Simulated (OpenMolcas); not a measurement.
An OpenMolcas run meant for Ge3+ (ANO-R2, X2C; inactive shells 1s 2s 2p 3s 3p 3d; intended active space 1 electron in 4 orbitals (4s 4p)). One step of its input:

```
&CASPT2
Multistate=1 1
Frozen=3 6
IPEA=0.25
Shift=3.0
MaxIter=60
WThr=0.0 0.3 0.05
PrWF=0.5
NoMix
```

The run finished. Its levels beside those of a sound run (SS-CASPT2, IPEA 0.25 Eh, imaginary shift 0.1 Eh (closed shells correlated: 3d)), in cm-1 above each run's lowest level:

```
     Level  This run  Usual run
 4s 2S 1/2       0.0        0.0
4p 2P* 1/2     80151      80312
4p 2P* 3/2     82467      82628
```

Question: Which setting is unsound, and how much does it matter here?

Answer: The level shift is far above the usual 0.1 to 0.3 hartree and damps the second-order energy. Against the sound run the excited levels shown move by 160 cm-1 on average and by 160 cm-1 at most.

With one active electron, CASPT2 adds the correlation within the correlated inactive shells and between them and that electron, and leaves the splitting within a term as the reference gives it. Levels of configurations outside the active space are missing.

* marks odd parity.
